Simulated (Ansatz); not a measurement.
Basis-set extrapolation for C3H4F4O, SMILES `FCC(F)OC(F)F` (PBE0-D4/def2-TZVP geometry, frozen core, the Gaussian-basis code of Ansatz). Multiplicity 1, RHF reference.

|  | def2-TZVPP | def2-QZVPP |
| --- | --- | --- |
| HF | -588.807881 | -588.833509 |
| MP2 correlation | -1.713474 | -1.862064 |
| CCSD(T) correlation | -1.795591 | not run |

Energies in hartree. Use E(X) = E(∞) + A·exp(−7.88·√X) for Hartree–Fock and E(X) = E(∞) + B·X^(−2.97) for correlation, with X = 3 and 4, and add CCSD(T) minus MP2 of the smaller set to the MP2 limit.

**Question.** What is the CCSD(T) energy at the basis-set limit?

**Answer.** HF limit: -588.833509 + (-0.025628) × 0.13774 = -588.83704. MP2 limit: -1.862064 + (-0.148590) × 0.74074 = -1.97213. Higher-order term: -1.795591 − (-1.713474) = -0.08212. Total: -590.89129 hartree, 7.83 eV below CCSD(T)/def2-TZVPP.
